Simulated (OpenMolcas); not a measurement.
**CH6GeO (SMILES C[O][GeH3]): the dipole moment, rung by rung**

CH6GeO has 9 atoms, charge 0, and is taken as a singlet. SMILES: `C[O][GeH3]`. The shape is that of a PBE0-D4/def2-TZVP optimisation.

Quantity: the dipole moment, in D. The values are calculated.

| level | kind | program | value (D) | CPU time |
| --- | --- | --- | --- | --- |
| BLYP/cc-pVDZ | GGA | OpenMolcas | 1.01 | 27 s |
| PBE/cc-pVDZ | GGA | OpenMolcas | 1.02 | 27 s |
| revPBE/cc-pVDZ | GGA | OpenMolcas | 1.02 | 27 s |
| TPSS/cc-pVDZ | meta-GGA | OpenMolcas | 1.04 | 35 s |
| r2SCAN/cc-pVDZ | meta-GGA | OpenMolcas | 1.11 | 33 s |
| B3LYP/cc-pVDZ | global hybrid | OpenMolcas | 1.13 | 25 s |
| BHLYP/cc-pVDZ | global hybrid | OpenMolcas | 1.27 | 23 s |
| M06-2X/cc-pVDZ | hybrid meta-GGA | OpenMolcas | 1.20 | 31 s |

All-electron rows without a relativistic Hamiltonian named are non-relativistic. The values span 1.01 to 1.27 D. Magnitudes only. Times are those of the runs behind each value, whatever else they computed, on shared processors of several kinds: orders of magnitude only.
